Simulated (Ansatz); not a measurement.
Molecule: WF2 (charge 0, quintet). The spin state was set by rule; other spins were not relaxed. 
Geometry from a B3LYP-D3(BJ)/def2-TZVP (Ansatz, a quantum-chemistry and plane-wave program) optimisation:
SMILES: [F][W][F]
```xyz
3

W      0.0027     0.0031    -0.1202
F      1.7806     0.0207     0.5344
F     -1.8024    -0.0459     0.4537
```
Charge 0, spin multiplicity 5.

Total electronic energies in hartree. Cores are frozen in the correlated levels unless marked. UHF or UKS for open shells. Spin-orbit coupling is left out. The frozen core is the preceding noble-gas configuration, with the filled d and f shells of earlier blocks. Past Kr the def2 sets carry scalar-relativistic core potentials. CBS(X,Y): correlation extrapolated as X^-3; Hartree-Fock from the larger set. [CCSD(T)-MP2]/basis is that difference in the basis named.

```csv
level,program,energy (Eh)
HF/def2-TZVPPD,Ansatz,-265.45071
BLYP-D3(BJ)/def2-TZVPD,Ansatz + dftd3,-266.85959
revPBE-D4/def2-TZVPD,Ansatz + dftd4,-266.89138
r2SCAN-D4/def2-TZVPD,Ansatz + dftd4,-266.84479
B3LYP-D3(BJ)/def2-TZVPD,Ansatz + dftd3,-266.90428
PBE0/def2-TZVP,Ansatz,(withheld)
CAM-B3LYP-D3(BJ)/def2-TZVPD,Ansatz + dftd3,-266.78700
CAM-B3LYP-D4/def2-TZVPD,Ansatz + dftd4,-266.78719
LC-wPBE-D3(BJ)/def2-TZVPD,Ansatz + dftd3,-266.79472
B2PLYP-D4/def2-TZVPD,Ansatz + dftd4,-266.57989
MP2/def2-SVP,Ansatz,-265.64031
RI-MP2/def2-TZVPPD,Ansatz,-266.07670
CCSD/def2-SVPD,Ansatz,-265.68996
CCSD(T)/def2-TZVPP,Ansatz,-266.09152
"RI-MP2/CBS(def2-TZVPPD,def2-QZVPPD)+[CCSD(T)-MP2]/def2-TZVPPD",Ansatz,-266.1988
```

Question: Complete the blanks.

Answer: 
- PBE0/def2-TZVP, energy (Eh): -266.67955
